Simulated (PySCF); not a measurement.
## Solvent effects on NMR parameters

Bonds (- single, = double, # triple, : aromatic): O1=C2, C2-N3, N3-C4, C4-C5, C5-C6, C6-C7, C7-C8, C8-N3. C2 carries H9; C4 carries H10, H11; C5 carries H12, H13; C6 carries H14, H15; C7 carries H16, H17; C8 carries H18, H19.

GIAO PBE0/pcSseg-1 in PySCF on one PBE0-D3(BJ)/def2-SVP conformer, non-relativistic, equivalent nuclei averaged. Solvents enter as an IEF-PCM continuum (dimethylsulfoxide with ε = 46.8, water with ε = 78.4) around the gas-phase geometry. Shifts are referred to TMS computed in the same medium.

Gas phase, δ in ppm: C2 160.6, C4 47.1, C8 40.1, C5 29.3, C7 27.5, C6 27.5, H9 7.74, H18/H19 3.37, H10/H11 3.02, H14/H15 1.54, H12/H13 1.32, H16/H17 1.31. Dipole moment 4.16 D.

(1) How does each δ change in the continuum?

(2) Which nuclei move most (in ppm), and what does the model miss?

## Answers

(1) 
| atoms | environment | Δδ, dimethylsulfoxide | Δδ, water |
| --- | --- | --- | --- |
| C2 | amide carbonyl carbon | +4.5 | +4.6 |
| C4 | sp3 CH2 bonded to N | +0.9 | +0.9 |
| C8 | sp3 CH2 bonded to N | +0.8 | +0.8 |
| C5 | sp3 CH2 in a ring | +0.9 | +0.9 |
| C7 | sp3 CH2 in a ring | +1.0 | +1.0 |
| C6 | sp3 CH2 in a ring | +0.3 | +0.3 |
| H9 | hydrogen on an amide carbonyl carbon | +0.13 | +0.13 |
| H18/H19 | hydrogen on an sp3 CH2 bonded to N | -0.05 | -0.05 |
| H10/H11 | hydrogen on an sp3 CH2 bonded to N | +0.21 | +0.21 |
| H14/H15 | hydrogen on an sp3 CH2 in a ring | +0.06 | +0.06 |
| H12/H13 | hydrogen on an sp3 CH2 in a ring | +0.09 | +0.09 |
| H16/H17 | hydrogen on an sp3 CH2 in a ring | +0.04 | +0.04 |

Changes are relative to the gas phase. The dipole moment becomes 5.42 D in dimethylsulfoxide, 5.43 D in water.

(2) C2 (amide carbonyl carbon, +4.6 ppm) in water. A continuum only polarises the solute; specific hydrogen bonds, the anisotropy of aromatic solvents and changes of geometry or conformer are outside it.
